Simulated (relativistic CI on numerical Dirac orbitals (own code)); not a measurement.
## Spin-allowed bands of a d7 ion in an octahedral site, by hand

Problem. Take Δ = 11100 cm⁻¹ and B = 920 cm⁻¹ for a high-spin d7 ion in an octahedral site. Calculate the three spin-allowed bands.

Working.
1. The terms of highest spin are 4F (energy 0) and 4P (15B = 13800 cm⁻¹). Here the F term splits into A2 at +1.2Δ = 13320, T2 at +0.2Δ = 2220 and T1 at −0.6Δ = -6660 cm⁻¹.
2. The two T1 states mix through the element 0.4Δ: H = [[-6660, 4440], [4440, 13800]], with roots ½(H₁₁ + H₂₂) ∓ ½√[(H₂₂ − H₁₁)² + 4H₁₂²] = ½(7140) ∓ ½(22304) = -7582 and 14722 cm⁻¹.
3. The ground term is 4T1 at -7582 cm⁻¹.
4. Bands: 4T2 9802 cm⁻¹ (1020 nm), 4A2 20902 cm⁻¹ (478 nm), 4T1(P) 22304 cm⁻¹ (448 nm).

Check. Exact diagonalisation of the whole d7 shell with these parameters gives 4T2 9802, 4A2 20902, 4T1 22304 cm⁻¹. The match is exact, since without spin-orbit coupling no other term has this spin. The ratio of the second band to the first, 2.132, depends on Δ/B = 12.1 alone, which is how a Tanabe-Sugano diagram is read.
